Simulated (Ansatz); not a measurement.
CaI₂, relaxed as a singlet with RKS PBE-D4/def2-TZVP in Ansatz, starting from the GFN2-xTB geometry. Force threshold 0.02 eV/Å.

In the def2 sets I takes a core potential; there is no spin–orbit coupling. The structure comes from a short search, and lower isomers may exist.

Start:

Cartesian coordinates in Å:
```
Ca -0.379 -1.795 -1.280
I -0.769 0.346 1.772
I 1.148 1.449 -0.491
```

(1) Estimate the energy that the relaxation releases and the steps that it takes.

(2) Does the start keep its bonding and symmetry?

(3) Predict the relaxed structure.

Results:

(1) 86.7 kcal/mol, in 16 steps; 15 s on 4 threads of Arm Neoverse V2 on a shared host. The force fell under the threshold at step 14, but the optimiser went on. No frequencies were taken in this run, so the end may be a saddle point.

(2) Bonds lost: I2–I3 (atoms count from 1). The end is the same structure that another start reached, the lowest one found. Point group Cs at the start, D∞h at the end, both within 0.05 Å.

(3) 
```
atom   x (Å)   y (Å)   z (Å)
 Ca1  -0.001  -0.003  -0.002
  I2  -1.717  -1.001   2.012
  I3   1.717   1.004  -2.010
```
Bond lengths: 2 × Ca–I 2.83 Å.
